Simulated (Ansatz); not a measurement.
A made-up structure of H₂SeS₂, singlet:

S1  (-1.744, -0.227, 0.355)
S2  (1.621, 0.228, 0.829)
Se3  (0.058, -1.169, 0.178)
H4  (-1.796, 0.332, -0.870)
H5  (1.842, 0.789, -0.390)
(Å)

It is relaxed with PBE-D4/def2-SVP and then PBE0-D4/def2-TZVP (Ansatz 0.2.0). Atoms count as bonded within 1.22 times the sum of their covalent radii (H–H: 0.88 Å). The end point is not checked to be a true minimum.

(1) Does its bonding change? (A judgement: the text doesn't fix the answer.)

Results:

(1) By the calculation: No: no bond forms or breaks.

Where it ends: The first stage lowers the energy by 0.32 eV in 7 steps. It ends as H₂SeS₂ ([SH][Se][SH]):
```
5
angstrom
S -1.7964 -0.1928 0.3574
S 1.6267 0.2323 0.8230
Se 0.1259 -1.2242 0.1768
H -1.8300 0.3399 -0.8780
H 1.8551 0.7976 -0.3767
```

Labels in which every atom is bracketed show which atoms are joined, not bond orders.

For scale, one of the runs: PBE0-D4/def2-TZVP relaxation, 134 basis functions, launched by `ansatz run in.yaml --threads 2 --pin off --events-out ev --progress --plain --max-ram 4352MiB`. The run took about 17 s on 2 CPU threads of an Arm Neoverse V2 (shared host).
